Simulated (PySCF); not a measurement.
CBrF₃, SMILES C(Br)(F)(F)F.

The structure is a stationary point at B3LYP-D3(BJ)/def2-SVP.

All values below come from TDA-LC-ωPBE/def2-SVPD in PySCF.

Vertical excitations; the highest root listed may be one member of a degenerate set. Isolated molecule, no solvent. State labels are in the subgroup Cs.

Computed UV-visible absorptions:
```json
[
 {"state": "S1", "symmetry": "A\"", "energy (eV)": "6.32", "λ (nm)": "196", "f": "0.000", "main pairs": "HOMO→LUMO (degenerate set)"},
 {"state": "S2", "symmetry": "A'", "energy (eV)": "6.32", "λ (nm)": "196", "f": "0.000", "main pairs": "HOMO−1→LUMO (degenerate set)"},
 {"state": "S3", "symmetry": "A\"", "energy (eV)": "9.34", "λ (nm)": "133", "f": "0.148", "main pairs": "HOMO→LUMO+1 (degenerate set)"},
 {"state": "S4", "symmetry": "A'", "energy (eV)": "9.34", "λ (nm)": "133", "f": "0.148", "main pairs": "HOMO−1→LUMO+1 (degenerate set)"},
 {"state": "S5", "symmetry": "A'", "energy (eV)": "9.72", "λ (nm)": "128", "f": "0.265", "main pairs": "HOMO−2→LUMO 69 %"},
 {"state": "S6", "symmetry": "A'", "energy (eV)": "10.33", "λ (nm)": "120", "f": "0.000", "main pairs": "HOMO→LUMO+4, HOMO−1→LUMO+3, HOMO→LUMO+5, HOMO−1→LUMO+6 (degenerate set)"},
 {"state": "S7", "symmetry": "A\"", "energy (eV)": "10.33", "λ (nm)": "120", "f": "0.000", "main pairs": "HOMO→LUMO+3, HOMO−1→LUMO+4, HOMO→LUMO+6, HOMO−1→LUMO+5 (degenerate set)"},
 {"state": "S8", "symmetry": "A\"", "energy (eV)": "10.42", "λ (nm)": "119", "f": "0.000", "main pairs": "HOMO−1→LUMO+4 36 %, HOMO→LUMO+3 36 %, HOMO−1→LUMO+5 11 %, HOMO→LUMO+6 11 %"},
 {"state": "S9", "symmetry": "A\"", "energy (eV)": "10.57", "λ (nm)": "117", "f": "0.000", "main pairs": "HOMO−3→LUMO 86 %"},
 {"state": "S10", "symmetry": "A\"", "energy (eV)": "10.61", "λ (nm)": "117", "f": "0.010", "main pairs": "HOMO→LUMO+2 84 %"},
 {"state": "T1", "symmetry": "A\"", "energy (eV)": "5.41", "λ (nm)": "229", "f": "0", "main pairs": "HOMO→LUMO (degenerate set)"},
 {"state": "T2", "symmetry": "A'", "energy (eV)": "5.41", "λ (nm)": "229", "f": "0", "main pairs": "HOMO−1→LUMO (degenerate set)"},
 {"state": "T3", "symmetry": "A'", "energy (eV)": "7.34", "λ (nm)": "169", "f": "0", "main pairs": "HOMO−2→LUMO 82 %"},
 {"state": "T4", "symmetry": "A\"", "energy (eV)": "9.01", "λ (nm)": "138", "f": "0", "main pairs": "HOMO→LUMO+1 79 %"}
]
```
Triplets are in the Tamm–Dancoff approximation.
